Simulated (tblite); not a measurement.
Compound: C4H2F3S (doublet state).
Z-matrix (Å and degrees, GFN2-xTB geometry), rows numbered from 1:
```
F 
C   1  1.3240
F   2  1.3192  1  111.34
C   2  1.3496  1  122.95  3  -180.00
F   4  1.3456  2  117.08  1  -180.00
C   4  1.4232  2  124.81  1     0.01
C   6  1.3622  4  122.76  2   179.99
S   7  1.6829  6  123.81  4  -180.00
H   6  1.0795  4  116.60  2    -0.00
H   7  1.0835  6  119.84  4    -0.01
```

Computed geometry: GFN2-xTB, gas phase. This method treats the open shell by occupation alone, without spin polarisation.

Take the most abundant isotopes and a rigid rotor. The values belong to one conformer with, in the numbering `[F:1][C:2]([F:3])=[C:4]([F:5])[CH:6][CH:7]=[S:8]`, C2–C4–C6–C7 180°, C4–C6–C7–S8 180°.

Question: Give the principal moments of inertia and the rotational constants in MHz.

Answer: Ia = 118.51, Ib = 697.10, Ic = 815.61 u·Å²; 505379 MHz·u·Å²/I gives A = 4264, B = 725.0, C = 619.6 MHz.

Question: Classify the top.

Answer: A near-prolate asymmetric top: κ = (2 × 725.0 − 4264 − 619.6)/(4264 − 619.6) = -0.94.

Question: What does the inertial defect say?

Answer: Planar: Δ = Ic − Ia − Ib = 0.00 u·Å². For a rigid frame Δ = −2 Σ m c², so it vanishes when all atoms lie in the ab plane; here none is more than 0.01 Å from it.

Question: Give the coordinates in the principal-axis frame, origin at the centre of mass.

Answer: The sense of each axis is arbitrary; atoms in the order of the calculation.
```tsv
atom	mass (u)	a (Å)	b (Å)	c (Å)
F1	18.998	1.938	-1.607	0.000
C2	12.000	1.837	-0.287	0.000
F3	18.998	3.026	0.285	0.000
C4	12.000	0.652	0.359	0.000
F5	18.998	0.688	1.704	0.000
C6	12.000	-0.621	-0.278	0.000
C7	12.000	-1.793	0.416	0.000
S8	31.972	-3.311	-0.310	0.000
H9	1.008	-0.621	-1.358	0.000
H10	1.008	-1.777	1.499	0.000
```

Question: Where do the levels up to J = 4 lie, in MHz?

Answer: Above 0(0,0):
J = 1: 1(0,1) 1345, 1(1,1) 4884, 1(1,0) 4989
J = 2: 2(0,2) 4032, 2(1,2) 7468, 2(1,1) 7784, 2(2,1) 18402, 2(2,0) 18405
J = 3: 3(0,3) 8056, 3(1,3) 11342, 3(1,2) 11974, 3(2,2) 22436, 3(2,1) 22448, 3(3,1) 40398, 3(3,0) 40398
J = 4: 4(0,4) 13411, 4(1,4) 16506, 4(1,3) 17559, 4(2,3) 27813, 4(2,2) 27848, 4(3,2) 45781, 4(3,1) 45782, 4(4,1) 70922, 4(4,0) 70922
The levels of one J sum to (2J + 1)J(J + 1)(A + B + C)/3.

For this open shell read J as N, the rotation without spin; fine and hyperfine splittings come on top. Its GFN2-xTB frequencies are all real (lowest 89 cm⁻¹). Constants of a rigid frame at the computed geometry: no zero-point averaging, no centrifugal distortion.
